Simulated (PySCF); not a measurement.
# Working with the constants of GeH

UHF-CCSD(T) constants of GeH, ²Π (doublet), unpaired electrons π ↑ (PySCF, no relativity, basis sets Ge pcseg-1, H pcseg-1; masses 73.9212 and 1.0078 u):

- ωe: 1885.9 cm⁻¹
- ωexe: 35.3 cm⁻¹
- Be: 6.652 cm⁻¹
- αe: 0.201 cm⁻¹
- D (centrifugal): 0.000331 cm⁻¹
- De to Ge + H: 2.66 eV

(1) Give the vibrational terms G(v) and spacings up to v = 6.

(2) How well does the Morse estimate ωe²/(4ωexe) reproduce De, and what is D0?

Correlated steps freeze 9 core orbitals. Correlated levels converge slowly with the basis: in double zeta they bind strong bonds too weakly, by up to about 1 eV, and carry superposition errors of some tenths. Spin–orbit coupling is left out. The state is the lowest determinant that a PBE0 search found; another state may lie lower at other levels.

Answers

(1) G(v) = ωe(v+½) − ωexe(v+½)².

| v | G(v) (cm⁻¹) | G(v) − G(v−1) | Bv (cm⁻¹) |
| --- | --- | --- | --- |
| 0 | 934 |  | 6.551 |
| 1 | 2749 | 1815 | 6.351 |
| 2 | 4494 | 1745 | 6.149 |
| 3 | 6168 | 1674 | 5.949 |
| 4 | 7772 | 1604 | 5.748 |
| 5 | 9305 | 1533 | 5.546 |
| 6 | 10767 | 1462 | 5.346 |

(2) It gives 3.12 eV, 117 % of the computed De. D0 = De − G(0) = 2.66 − 0.12 = 2.54 eV.
